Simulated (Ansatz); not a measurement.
Gas-phase electronic energies from Ansatz, PBE0-D4/def2-TZVP geometries. CCSD(T)/CBS adds triple-zeta CCSD(T) − MP2 to the extrapolated MP2 energy (def2 sets, frozen cores). This one scheme is used for every species. DFT in def2-TZVPP. B3LYP here is the variant with VWN-RPA as its local correlation; programs differ in this. One conformer a species, not always the lowest.

Reaction (ligand exchange at the Si–S bond): `S[Si](Cl)(Cl)Cl` + `O[SiH3]` → `[SiH3]O[Si](Cl)(Cl)Cl` + H₂S

`S[Si](Cl)(Cl)Cl`:

Z-matrix (Å, degrees):
```
Si
Cl 1 2.027
Cl 1 2.033 2 109.6
S 1 2.105 2 106.1 3 121.4
Cl 1 2.033 2 109.6 3 -117.3
H 4 1.346 1 93.0 2 180.0
```

`O[SiH3]`:

```xyz
6

O     0.518   -0.349    1.119
Si   -0.299    0.076   -0.247
H     1.475   -0.335    1.091
H     0.015    1.471   -0.664
H    -1.737   -0.037    0.087
H     0.028   -0.826   -1.386
```

`[SiH3]O[Si](Cl)(Cl)Cl`:

Z-matrix (Å, degrees):
```
Si
O 1 1.650
H 1 1.483 2 109.2
H 1 1.483 2 109.2 3 -120.5
H 1 1.480 2 107.3 3 119.8
Si 2 1.598 1 149.1 3 60.3
Cl 6 2.022 2 109.0 1 -180.0
Cl 6 2.029 2 110.2 1 -60.0
Cl 6 2.028 2 110.2 1 60.0
```

H₂S:

Cartesian coordinates in Å:
```
S -0.502 -0.362 -0.021
H 0.131 0.402 -0.923
H 0.372 -0.040 0.944
```

**Question.** Is it downhill or uphill in electronic energy at CCSD(T)/CBS, and by how much? (Best estimate.)

**Answer.** Ansatz gave: Downhill: ΔE = -71.4 kJ/mol.

**Question.** What do these levels give: PBE-D4, B3LYP-D4, PBE, B3LYP, SCS-MP2/def2-TZVPP, MP2/def2-QZVPP? (An estimate is asked.)

**Answer.** Ansatz gave: PBE-D4 -53.3, B3LYP-D4 -73.7, PBE -51.7, B3LYP -71.7, SCS-MP2/def2-TZVPP -75.2, MP2/def2-QZVPP -68.1 kJ/mol.

Largest T1 diagnostic among the species: 0.011.

In def2-TZVPP, CCSD(T) changes the Hartree–Fock value by +18.4 kJ/mol (the triples alone add +4.0 kJ/mol) and MP2 by +24.4 kJ/mol. From PBE to PBE0 (25 % exact exchange), in def2-TZVPP and without D4, ΔE moves by −7.2 kJ/mol.
